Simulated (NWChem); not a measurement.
System: MgHOCl; SMILES [OH][Mg][Cl]

```xyz
4

Mg     0.0102     0.5349    -0.0020
Cl    -0.0050    -1.6419     0.0006
O     -0.0268     2.2854     0.0011
H      0.1774     3.2098     0.0060
```
Atoms are numbered in this order, from 1.

Program: NWChem. Pople sets run with spherical d functions. Coordinates come from a PBE0-D3(BJ)/def2-TZVP optimisation.

Q: Taking TPSS/6-311++G** as the yardstick, which of these has the fewest basis functions while keeping “highest occupied level (eV)” within 0.1 eV of it: TPSS/6-311G**; TPSS/3-21G; TPSS/6-31G*; TPSS/6-31+G*; TPSS/STO-3G?

A: TPSS/6-31+G* (a larger set in the list lies outside the tolerance).
| level | basis functions | highest occupied level (eV) |
|---|---|---|
| TPSS/STO-3G | 24 | -0.50 |
| TPSS/3-21G | 37 | -6.00 |
| TPSS/6-31G* | 52 | -6.33 |
| TPSS/6-31+G* | 64 | -6.76 |
| TPSS/6-311G** | 76 | -6.52 |
| TPSS/6-311++G** | 89 | -6.81 |

The yardstick is one finite set, not the basis-set limit.
